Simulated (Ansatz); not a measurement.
Species: Si$_{2}$Cl$_{6}$, charge 0, multiplicity 1. 
Coordinates optimised at B3LYP-D3(BJ)/def2-TZVP (Ansatz, a first-principles code):
SMILES: Cl[Si](Cl)(Cl)[Si](Cl)(Cl)Cl
```xyz
8

Cl    -1.4391    -1.5131     1.6558
Si    -1.1371    -0.2313     0.0933
Cl    -2.1547     1.5094     0.4255
Cl    -1.7949    -1.0922    -1.6393
Si     1.1371     0.2313    -0.0933
Cl     1.7949     1.0922     1.6393
Cl     2.1547    -1.5094    -0.4255
Cl     1.4391     1.5131    -1.6558
```

Quantity: vertical ionisation energy (to the doublet state of charge +1; each state is the SCF solution reached for its spin; the molecule has degenerate orbitals, so one determinant may break the symmetry), in eV. Correlated levels leave the core frozen unless marked. Open shells are spin-unrestricted. Spin-orbit coupling is left out. No relativistic terms. Basis-set limits of correlation are two-point, X^-3; Hartree-Fock from the larger set.

```json
[
 {"level": "HF/aug-cc-pV(T+d)Z", "program": "Ansatz", "vertical ionisation energy (eV)": "10.53"},
 {"level": "HF/aug-cc-pV(Q+d)Z", "program": "Ansatz", "vertical ionisation energy (eV)": "10.51"},
 {"level": "SVWN5/def2-TZVPD", "program": "Ansatz", "vertical ionisation energy (eV)": "10.08"},
 {"level": "PBE/def2-TZVPD", "program": "Ansatz", "vertical ionisation energy (eV)": "9.93"},
 {"level": "r2SCAN/def2-TZVPD", "program": "Ansatz", "vertical ionisation energy (eV)": "10.16"},
 {"level": "B3LYP/def2-TZVPD", "program": "Ansatz", "vertical ionisation energy (eV)": "10.36"},
 {"level": "BHLYP/def2-TZVPD", "program": "Ansatz", "vertical ionisation energy (eV)": "10.74"},
 {"level": "CAM-B3LYP/def2-TZVPD", "program": "Ansatz", "vertical ionisation energy (eV)": "10.70"},
 {"level": "wB97M-V/def2-TZVPD", "program": "Ansatz", "vertical ionisation energy (eV)": "10.67"},
 {"level": "MP2/aug-cc-pV(D+d)Z", "program": "Ansatz", "vertical ionisation energy (eV)": "10.66"},
 {"level": "RI-MP2/aug-cc-pV(T+d)Z", "program": "Ansatz", "vertical ionisation energy (eV)": "10.76"},
 {"level": "RI-MP2/aug-cc-pV(Q+d)Z", "program": "Ansatz", "vertical ionisation energy (eV)": "10.85"},
 {"level": "RI-MP2/CBS(aug-cc-pV(T+d)Z,aug-cc-pV(Q+d)Z)", "program": "Ansatz", "vertical ionisation energy (eV)": "10.93"},
 {"level": "SCS-MP2/aug-cc-pV(D+d)Z", "program": "Ansatz", "vertical ionisation energy (eV)": "10.70"}
]
```
